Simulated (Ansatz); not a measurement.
Reaction (ligand exchange at a Ge–O bond): `[OH][GeH]([F])[F]` + H–F → `[F][GeH]([F])[F]` + H₂O

Calculated with Ansatz (gas phase, PBE0-D4/def2-TZVP geometries, no zero-point term in ΔE). CBS: MP2 limit from def2 TZ/QZ plus the TZ coupled-cluster correction, frozen cores. This one scheme is used for every species. DFT in def2-TZVPP. B3LYP here is the variant with VWN-RPA as its local correlation; programs differ in this. For Ge outer-core shells are correlated without core-valence functions, which leaves a few kJ/mol of doubt a bond. Scalar relativity is left out up to krypton. Each species was taken in one conformer, which may not be the lowest.

`[OH][GeH]([F])[F]`:

Z-matrix (Å, degrees):
```
Ge
F 1 1.720
F 1 1.720 2 103.5
O 1 1.742 2 109.3 3 -116.4
H 1 1.516 2 111.5 3 120.0
H 4 0.961 1 114.0 2 56.4
```

H–F:

Cartesian coordinates in Å:
```
F -0.314 0.313 -0.123
H 0.314 -0.313 0.123
```

`[F][GeH]([F])[F]`:

```xyz
5

F    -1.651    0.225   -0.184
Ge    0.042    0.075   -0.014
F     0.527   -1.154   -1.095
F     0.316   -0.530    1.558
H     0.765    1.384   -0.265
```

H₂O:

Cartesian coordinates in Å:
```
O 0.011 0.356 0.157
H 0.353 0.084 -0.697
H -0.364 -0.440 0.540
```

```
           level  ΔE (eV)
       revPBE-D4    -0.20
         ωB97X-V    -0.22
        PBE-QIDH    -0.18
           B3LYP    -0.24
         r2SCAN0    -0.21
CCSD(T)/def2-SVP    -0.21
    HF/CBS(def2)    -0.28
   MP2/CBS(def2)    -0.15
```

Task: What does CCSD(T)/CBS give? (Best estimate.)

Result: The calculation gave: -0.17 eV. The listed levels differ from it by -0.03, -0.05, -0.01, -0.07, -0.04, -0.04, -0.11, 0.02 eV.

Largest T1 diagnostic among the species: 0.012.

Leaving LDA and LC-ωPBE aside and taking each functional with its dispersion term where it has one, the values, not all of them listed here, spread over 0.08 eV, from B97M-V to PBE-QIDH. LDA lies +0.06 eV from PBE without D4. At CCSD(T), def2-SVP lies −0.04 eV from the extrapolated value and def2-TZVPP −0.01 eV. In def2-TZVPP, CCSD(T) changes the Hartree–Fock value by +0.08 eV (the triples alone add +0.01 eV) and MP2 by +0.09 eV.
